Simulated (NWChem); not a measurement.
Species: Si2H2F4; SMILES F[SiH](F)[SiH](F)F

```xyz
8

Si    -1.1125     0.3805     0.0029
F     -1.8516    -0.2448     1.3181
F     -1.8489    -0.2378    -1.3171
Si     1.1125    -0.3805     0.0029
F      1.8489     0.2378    -1.3171
F      1.8516     0.2448     1.3181
H     -1.3048     1.8647     0.0068
H      1.3048    -1.8647     0.0068
```
Atoms are numbered in this order, from 1.

Program: NWChem. Pople sets run with spherical d functions. STO-3G and 3-21G are far too small for this property and stand as cheap habits. The geometry was optimised at PBE-D3(BJ)/def2-SVP. Field at 589 nm.

```json
[
 {"level": "B3LYP/STO-3G", "isotropic polarisability (bohr³)": "26.8", "anisotropy (bohr³)": "11.6"},
 {"level": "B3LYP/6-31G*", "isotropic polarisability (bohr³)": "41.7", "anisotropy (bohr³)": "13.1"},
 {"level": "B3LYP/def2-SVP", "isotropic polarisability (bohr³)": "42.6", "anisotropy (bohr³)": "14.4"},
 {"level": "B3LYP/def2-SVPD", "isotropic polarisability (bohr³)": "[?]", "anisotropy (bohr³)": "13.1"}
]
```

### Question
What belongs in the gaps?

### Answer

- B3LYP/def2-SVPD, isotropic polarisability (bohr³): 52.7
